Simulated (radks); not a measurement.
The numbers below are computed, except where a source is named.
Task: Ta3+, configuration [Xe] 4f14 5d2 (the NIST ground configuration). Code: a radial shooting solver on a logarithmic mesh with Libxc functionals. Model: scalar-relativistic Kohn-Sham, Wu-Cohen GGA, spin-polarised, spherical densities, point nucleus; open shells are filled with parallel spins first (spin-orbit coupling, left out, can overturn this in heavy ions). Some entries of the table are withheld. Estimate them.

orbital  occ.  eigenvalue (hartree)  <r> (bohr)
1s down     1             -2476.698     0.01866
1s up       1             -2476.698     0.01866
2s up       1             -426.3749     0.07895
2s down     1             -426.3715     0.07895
2p up       3             -373.7950     0.07056
2p down     3             -373.7923     0.07056
3s up       1             -98.46564      0.2048
3s down     1             -98.46496      0.2048
3p up       3             -82.82875      0.2049
3p down     3             -82.82794      0.2049
3d up       5             -64.57816      0.1856
3d down     5             -64.57620      0.1856
4s up       1             -20.89376      0.4588
4s down     1             -20.89112      0.4588
4p up       3             -15.76431      0.4877
4p down     3             -15.76179      0.4877
4d up       5              -9.19934      0.5232
4d down     5              -9.19616      0.5231
5s up       1              -3.72957         (1)
5s down     1              -3.69549         (2)
5p up       3              -2.48978       1.282
5p down     3              -2.44302       1.273
4f up       7                   (3)      0.6391
4f down     7                   (4)      0.6353
5d up       2              -1.09884         (5)
5d down     0              -1.03380         (6)

Result: 
(1) 5s up <r> (bohr): 1.098
(2) 5s down <r> (bohr): 1.093
(3) 4f up eigenvalue (hartree): -1.94627
(4) 4f down eigenvalue (hartree): -1.93786
(5) 5d up <r> (bohr): 1.833
(6) 5d down <r> (bohr): 1.830
